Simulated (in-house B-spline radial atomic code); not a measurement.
**Ionising the tellurium ion Te⁶⁺ with different functionals**

Computed with an all-electron radial atomic-structure program (B-spline basis): scalar-relativistic (spin-free X2C) Hamiltonian, Fermi nucleus of rms radius 4.7423 fm, spin-polarised at highest spin, spherical fractional occupations for the functionals, and exact exchange of hybrids averaged over the configuration. The ionisation energy is the difference of two self-consistent energies, [Kr] 4d10 → [Kr] 4d9, without Breit or QED terms; ε is the level of the shell that loses the electron (its least bound occupied spin orbital). There is no spin-orbit coupling in this Hamiltonian.

```json
{"method": "PBE0", "rung": "global hybrid", "ΔSCF (eV)": "?", "-ε(4d) (eV)": "?"}
{"method": "B3LYP", "rung": "global hybrid", "ΔSCF (eV)": "124.44", "-ε(4d) (eV)": "116.26"}
{"method": "TPSSh", "rung": "global hybrid", "ΔSCF (eV)": "124.40", "-ε(4d) (eV)": "115.00"}
{"method": "BHandHLYP", "rung": "global hybrid", "ΔSCF (eV)": "124.38", "-ε(4d) (eV)": "119.91"}
{"method": "r2SCAN0", "rung": "global hybrid", "ΔSCF (eV)": "124.94", "-ε(4d) (eV)": "117.46"}
{"method": "B97-1", "rung": "global hybrid", "ΔSCF (eV)": "124.34", "-ε(4d) (eV)": "116.26"}
{"method": "HSE06", "rung": "range-separated hybrid", "ΔSCF (eV)": "124.44", "-ε(4d) (eV)": "116.46"}
{"method": "wB97X", "rung": "range-separated hybrid", "ΔSCF (eV)": "?", "-ε(4d) (eV)": "?"}
{"method": "CAM-B3LYP", "rung": "range-separated hybrid", "ΔSCF (eV)": "124.37", "-ε(4d) (eV)": "118.24"}
{"method": "LC-wPBE", "rung": "range-separated hybrid", "ΔSCF (eV)": "124.32", "-ε(4d) (eV)": "119.22"}
```

Problem. What does wB97X give?

Solution. ΔSCF 124.15 eV, and -ε(4d) = 119.09 eV.

Problem. What does PBE0 give?

Solution. ΔSCF 124.47 eV, and -ε(4d) = 116.91 eV.

Problem. Among the functionals, which spreads more, the ΔSCF values or the orbital energies?

Solution. The orbital energies: ΔSCF values span about 0.78 eV and the orbital energies 4.91 eV; here energy differences depend much less on the functional than eigenvalues do.

Problem. How do they compare with the NIST value?

Solution. NIST lists 124.20 eV ± 0.06 (measured, ground level to ground level). Errors run from -0.05 to +0.74 eV; wB97X is closest (-0.05 eV), but part of that can be cancellation, since the calculations leave out spin-orbit coupling, Breit-QED terms, multiplet and fine-structure energies.
